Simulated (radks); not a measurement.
All-electron atom: Mg+ in [Ne] 3s1. Method: scalar-relativistic Kohn-Sham, OLYP, spin-unpolarised, spherical densities, finite nucleus; Fermi nuclear charge, rms radius 3.057 fm; computed with a radial shooting solver on a logarithmic mesh with Libxc functionals. Some entries of the table are withheld. Estimate them.

| orbital | occ. | eigenvalue (hartree) | <1/r> (bohr^-1) | r(max) (bohr) |
|---|---|---|---|---|
| 1s | 2 | (1) | 11.63 | (2) |
| 2s | 2 | -3.28767 | (3) | 0.5467 |
| 2p | 6 | (4) | 1.961 | (5) |
| 3s | 1 | -0.40710 | 0.4704 | 2.379 |

Answer. 
(1) 1s eigenvalue (hartree): -46.63085
(2) 1s r(max) (bohr): 0.08509
(3) 2s <1/r> (bohr^-1): 2.105
(4) 2p eigenvalue (hartree): -2.05708
(5) 2p r(max) (bohr): 0.4795
